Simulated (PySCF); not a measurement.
**A survey of 15N NMR shifts**

[PySCF: GFN2-xTB structure; shieldings: GIAO PBE0/pcSseg-1; no relativistic terms; fast rotation and ring inversion assumed for equivalent nuclei; single conformer; no solvent]

Shieldings were converted by a linear fit to measured shifts: 15N (scatter 6.3 ppm rms vs CH3NO2, solution or neat liquid). A few per cent of atoms miss by over 2 rms, more outside the fitted compound classes.

(1) Give the 15N shifts of `C=NC(=C)O[SiH2]N[SiH3]`, `Cc1ccc(C#N)cc1`, `CC(C)(C)C#N`.

(2) Match the shifts -58.9, -120.0, -188.6, -376.0, -398.6 ppm to `C[SiH2][Si@](C)(N)C[SiH3]`, `CC[C@@H](C)C#N`, `C=CPc1cccnc1`, `C=CCC[SiH2]N[SiH3]`, `CC(C)(C)n1cpcc1Cl`.

Results:

(1) 
| compound | environment | δ (ppm) |
| --- | --- | --- |
| [CH2:1]=[N:2][C:3](=[CH2:4])[O:5][SiH2:6][NH:7][SiH3:8] | N2: imine nitrogen | -33.1 |
| [CH2:1]=[N:2][C:3](=[CH2:4])[O:5][SiH2:6][NH:7][SiH3:8] | N7: nitrogen bonded to 2 Si, H | -392.6 |
| Cc1ccc(C#N)cc1 | nitrile nitrogen | -104.7 |
| CC(C)(C)C#N | nitrile nitrogen | -124.3 |

(2) -58.9: C=CPc1cccnc1 (pyridine-type ring nitrogen); -120.0: CC[C@@H](C)C#N (nitrile nitrogen); -188.6: CC(C)(C)n1cpcc1Cl (pyrrole-type ring nitrogen); -376.0: C[SiH2][Si@](C)(N)C[SiH3] (nitrogen bonded to Si, 2 H); -398.6: C=CCC[SiH2]N[SiH3] (nitrogen bonded to 2 Si, H).
